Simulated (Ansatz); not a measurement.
Relaxation of CH$_{3}$BClO (7 atoms, charge 1, multiplicity 1), to a largest force component of 0.015 eV/Å in at most 40 steps.

Method: RKS revPBE/def2-SVP in Ansatz 0.2.0.

```xyz
7
Properties=species:S:1:pos:R:3
O -0.719 1.378 -0.046
C -0.083 0.434 0.474
B 0.591 -0.819 -0.187
Cl -0.629 -1.958 -0.261
H -0.679 1.487 -1.023
H -0.180 0.427 1.570
H 1.700 -0.948 -0.527
```

Question: Where does it end, and by what steps?

Answer: The run converged. Limits of this set-up: the dipole of an ion depends on the origin. After 8 steps the energy has fallen by 0.167 eV; Cl4 moved furthest, 0.24 Å.

```json
{"step": "0", "energy less start (eV)": "0.0000", "largest force component (eV/Å)": "1.536", "accepted": "yes"}
{"step": "1", "energy less start (eV)": "-0.1162", "largest force component (eV/Å)": "0.775", "accepted": "yes"}
{"step": "2", "energy less start (eV)": "-0.1401", "largest force component (eV/Å)": "0.714", "accepted": "yes"}
{"step": "3", "energy less start (eV)": "-0.1592", "largest force component (eV/Å)": "0.233", "accepted": "yes"}
{"step": "4", "energy less start (eV)": "-0.1632", "largest force component (eV/Å)": "0.180", "accepted": "yes"}
{"step": "5", "energy less start (eV)": "-0.1665", "largest force component (eV/Å)": "0.059", "accepted": "yes"}
{"step": "6", "energy less start (eV)": "-0.1672", "largest force component (eV/Å)": "0.046", "accepted": "yes"}
{"step": "7", "energy less start (eV)": "-0.1673", "largest force component (eV/Å)": "0.026", "accepted": "yes"}
{"step": "8", "energy less start (eV)": "-0.1674", "largest force component (eV/Å)": "0.007", "accepted": "yes"}
```

```xyz
7
Properties=species:S:1:pos:R:3
O -0.639 1.467 -0.042
C -0.126 0.441 0.517
B 0.494 -0.854 -0.186
Cl -0.591 -2.181 -0.334
H -0.631 1.454 -1.035
H -0.159 0.524 1.629
H 1.651 -0.851 -0.548
```

Whether the end is a true minimum wasn't checked by a vibrational analysis.

Time of the run: 13 s on 1 thread of Intel(R) Xeon(R) Platinum 8488C (Sapphire Rapids) (shared host), peak memory 0.16 GiB.
